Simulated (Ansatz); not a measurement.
`[CH3][Al]([NH2])[SeH]` at its PBE0-D4/def2-TZVP geometry, where that method's forces vanish. Total charge 0; spin multiplicity 1.

```xyz
10

C     0.8938    1.0315   -0.6718
Al   -0.3299   -0.2406    0.1458
N     0.2508   -1.5555    1.1723
Se   -2.6408   -0.1545   -0.1446
H     0.3734    1.7860   -1.2656
H     1.6030    0.5205   -1.3300
H     1.4798    1.5530    0.0909
H     1.2198   -1.7209    1.3905
H    -0.3285   -2.2452    1.6220
H    -2.5214    1.0258   -1.0096
```

What forces (eV/Å) does B3LYP-D4/def2-TZVPP give on these atoms in the Gaussian-basis code of Ansatz? (An estimate is asked.)

The calculation gave: 
```
C1   0.051  0.048 -0.033
Al2  0.035  0.006  0.000
N3   0.009 -0.006  0.005
Se4 -0.092 -0.027  0.010
H5   0.034 -0.032  0.027
H6  -0.023  0.034  0.026
H7  -0.017 -0.016 -0.043
H8   0.005 -0.029  0.022
H9   0.019 -0.023  0.019
H10 -0.021  0.044 -0.034
```

B3LYP here is the variant with VWN-RPA as its local correlation; programs differ in this.
